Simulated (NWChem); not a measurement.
# CrN2H3OF; SMILES [NH]=[Cr]([NH2])(=[O])[F]

```xyz
8

Cr    -0.0553     0.0318    -0.0198
O     -0.2588    -0.2046     1.4984
N     -1.4591     0.0037    -0.8287
H     -2.4164    -0.1640    -0.5046
F      0.7319     1.5474    -0.2802
N      0.9314    -1.3047    -0.6929
H      1.6322    -1.7803    -0.1324
H      0.7167    -1.7919    -1.5553
```
Atoms are numbered in this order, from 1.

Level: B3LYP/6-31G* (spherical d) (NWChem), optimised geometry, unscaled harmonic frequencies. 

Q: List the harmonic frequencies with IR intensities, and the thermochemistry.

A: 
```
frequency (cm⁻¹)  IR intensity (km/mol)
----------------  ---------------------
245                                 8.9
272                                 5.8
289                                 4.4
298                                 4.5
335                                23.7
438                                11.8
455                               178.6
586                               118.7
633                                36.1
729                                10.2
737                                62.1
826                               199.1
1022                               89.4
1146                              165.1
1568                               34.9
3489                               73.5
3545                               82.8
3663                               38.3
```

* **zero-point energy**: 29.0 kcal/mol
* **thermal correction to the enthalpy at 298.15 K (with zero-point energy)**: 33.4 kcal/mol
* **heat capacity Cv**: 22.0 cal/(mol K)
* **entropy at 298.15 K and 1 atm (symmetry number 1)**: 77.1 cal/(mol K)
* **dipole moment**: 3.32 D

Rigid rotor and harmonic oscillator.
